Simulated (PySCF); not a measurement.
# A small calculation by hand: entropy of an ideal gas

CH4Al, SMILES [CH3][AlH+], charge +1.

Geometry: PBE0-D3(BJ)/def2-TZVP. The multiplicity is an assumed one; other spin states were not compared. The isomer is the one that the SMILES or the coordinates give; other isomers of the formula were not compared.

PySCF with PBE0-D3(BJ)/def2-TZVP gives the harmonic wavenumbers 365, 365, 683, 714, 714, 1223, 1406, 1406, 2048, 3039, 3134, 3134 cm⁻¹ and the rotational temperatures 7.5918, 0.5435, 0.5435 K. The molar mass is 43.02 g/mol, the symmetry number 3, the spin multiplicity 1.

Question: Work out the entropy at 298.15 K and 1 atm in the rigid-rotor, harmonic-oscillator model.

Answer: 
Translation (Sackur–Tetrode at 1 atm): S = R[1.5 ln M + 2.5 ln T − 1.16487] = 155.7 J/(mol K).
Rotation: q = (√π/σ) T^1.5/√(θA θB θC) = 2030, S = R[ln q + 3/2] = 75.8 J/(mol K).
Vibration: with u = 1.4388 ν/T, each mode gives R[u/(e^u − 1) − ln(1 − e^−u)]:
| ν (cm⁻¹) | modes | u | S (J/(mol K)) |
|---|---|---|---|
| 365 | 2 | 1.76 | 9.21 |
| 683 | 1 | 3.30 | 1.37 |
| 714 | 2 | 3.45 | 2.43 |
| 1223 | 1 | 5.90 | 0.16 |
| 1406 | 2 | 6.78 | 0.15 |
The stiffer modes add less than 0.005 each. Sum 13.3 J/(mol K).
Spin: R ln 1 = 0.0 J/(mol K).
Total 244.8 J/(mol K); the program's own thermochemistry gives 244.8. Translation makes up 64 % and vibration 5 %. Anharmonicity, hindered rotation and orbital degeneracy are left out.
